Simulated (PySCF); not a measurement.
Species: C5H8NO (doublet state).
Geometry (GFN2-xTB, Å), atoms numbered from 1 in this order:
```xyz
15
C5H8NO angstrom
C      1.3391    1.3686   -0.3625
N      0.1329    1.8125   -0.4334
C     -1.0313    1.2249   -0.3660
C     -1.3554   -0.2358   -0.4299
C     -0.1273   -1.1222   -0.6182
C      0.9391   -0.8378    0.4401
O      1.8425    0.1779    0.0504
H      2.1425    2.0492   -0.6073
H     -1.8730    1.9008   -0.2915
H     -2.0714   -0.4141   -1.2410
H     -1.8669   -0.5166    0.5003
H     -0.4241   -2.1708   -0.5616
H      0.3116   -0.9500   -1.6039
H      1.5740   -1.7125    0.6043
H      0.4632   -0.5659    1.3927
```

The species is `[CH]1N=CCCCO1` [radical].

The calculation used PySCF 2.14.0, UKS B3LYP, pcH-1 on C H N O, non-relativistic, mean-field spin-orbit, GIAO. The structure is a single GFN2-xTB conformer in the gas phase; no vibrational or solvent corrections. The geometry wasn't refined by DFT: couplings that depend on bond lengths, twists or pyramidal angles can differ widely from those at the functional's own minimum. Stability of the SCF solution: not tested.

Give the principal g shifts and their parts.

```json
{"Δg (ppm)": "relativistic mass correction", "1": "-171", "2": "-171", "3": "-171"}
{"Δg (ppm)": "gauge correction", "1": "-13", "2": "38", "3": "28"}
{"Δg (ppm)": "orbital Zeeman/spin–orbit", "1": "205", "2": "577", "3": "938"}
{"Δg (ppm)": "total", "1": "21", "2": "444", "3": "795"}
```

So g = 2.00234, 2.00276, 2.00311 and g_iso = 2.00274; the tensor is rhombic: the two nearest values differ by 45 % of g3 − g1. 

What effective moment and Curie constant follow for a powder?

With the mean of g² = 4.0110 and S(S+1) = 0.75: μ_eff = √(⟨g²⟩S(S+1)) = 1.734 μB and χT = 0.12505·⟨g²⟩·S(S+1) = 0.376 cm³ K/mol (cgs; spin-Hamiltonian part alone).

Average each term over the three axes. Which is largest in size?

The orbital-Zeeman/spin–orbit term 573, the mass correction -171 and the gauge correction 17 ppm, for a total of 420 ppm. The orbital-Zeeman/spin–orbit term is the largest in size. The mass correction is the same along every axis, so the anisotropy comes from the other two: their spans along these axes are 51 (gauge) and 733 ppm (orbital Zeeman/spin–orbit).

In a frozen sample, at which fields do the three g values resonate at 9.5, 34, 94 and 263 GHz (hyperfine left aside), and which band first spreads them over more than twice a line width of 1.0 mT?

| band | GHz | B(g3) mT | B(g2) mT | B(g1) mT | spread mT |
| --- | --- | --- | --- | --- | --- |
| X | 9.5 | 338.85 | 338.91 | 338.98 | 0.13 |
| Q | 34.0 | 1212.72 | 1212.94 | 1213.19 | 0.47 |
| W | 94.0 | 3352.82 | 3353.41 | 3354.12 | 1.30 |
| J | 263.0 | 9380.77 | 9382.42 | 9384.40 | 3.63 |

The spread grows in proportion to the frequency. J band is the first where it exceeds 2.0 mT.

The Mulliken spin populations are largest on C3 (+0.66), C1 (+0.45), N2 (-0.14) and O7 (+0.08). The angles at C3 add up to 360.0°, so it is planar; its axial dipolar tensor and the negative coupling of its proton fit spin in a p orbital normal to that plane.

The HOMO–LUMO gaps are 5.41 eV among the α and 5.21 eV among the β orbitals.

The SMILES draws the unpaired electron on C1; the largest computed Mulliken spin population is on C3 (0.66 against 0.45).
